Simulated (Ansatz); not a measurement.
A run for Ansatz (a quantum-chemistry and plane-wave program): R-CCSD(T)/aug-cc-pV(T+d)Z on HCl (SMILES Cl). Files ending in .json are basis or fitting sets from the Basis Set Exchange.

Ansatz 0.2 input:
```yaml
crystal:
  periodic: [false, false, false]
  atoms:
    - {symbol: Cl, position_ang: [0.18137012, 0.42715245, -0.08155604]}
    - {symbol: H, position_ang: [-0.08917065, -0.45574490, 0.81766539]}
basis:
  gaussian:
    orbitals: aug-cc-pV_T+d_Z.json
magnetization: {spin_polarized: false}
correlation: {method: ccsd_t, electrons: outside_noble_gas}
scf: {lower_state_search: off}
```

It printed:

```
Functional definition: HF
[...]
these checks for a lower state are left out or cut short: stability, starts, cluster_reference, orbital_swaps, neighbouring_geometries, increment
integrals: 0.05 GiB planned
446 factors; integrals over basis functions are off by at most 2.0e-3 eV
mean field: 0.10 GiB planned
mean field evaluation 1: about -12519.7813 eV, gradient 1.0e1 eV
mean field evaluation 2: about -12519.7819 eV, gradient 1.0e1 eV
mean field evaluation 4: about -12520.1775 eV, gradient 1.1e0 eV
mean field evaluation 8: about -12520.1861 eV, gradient 2.1e-5 eV
mean field -12520.18611248 eV, -460.1083531465 hartree, gradient 1.5e-6 eV, S^2 0.000000; 0 other end points of the search recorded, 0 dependent functions left out
5 core orbitals not correlated
reference -12520.18611248 eV, -460.1083531465 hartree; 4, 4 occupied and 69, 69 virtual orbitals, 446 factors
second order -5.66461626 eV of doubles, -0.00000000 eV of singles
coupled cluster: 0.13 GiB planned
cycle   1  -6.07408050 eV  change   -4.1e-1 eV  update   4.0e-2
cycle   2  -6.20995432 eV  change   -1.4e-1 eV  update   1.2e-2
cycle   3  -6.21774748 eV  change   -7.8e-3 eV  update   3.0e-3
cycle   4  -6.21703934 eV  change    7.1e-4 eV  update   8.4e-4
cycle   5  -6.21683860 eV  change    2.0e-4 eV  update   1.7e-4
cycle   6  -6.21680710 eV  change    3.1e-5 eV  update   5.1e-5
cycle   7  -6.21681013 eV  change   -3.0e-6 eV  update   1.5e-5
cycle   8  -6.21681000 eV  change    1.3e-7 eV  update   4.1e-6
perturbative correction -0.23951316 eV, -0.0088019462 hartree
Total energy: -12526.64243563 eV, -460.3456186464 hartree
Checks for a lower state left out: stability, starts, cluster_reference, orbital_swaps, neighbouring_geometries, increment
```

Self-consistency was reached.

Cost: about 1.8 core-seconds (a rough figure).
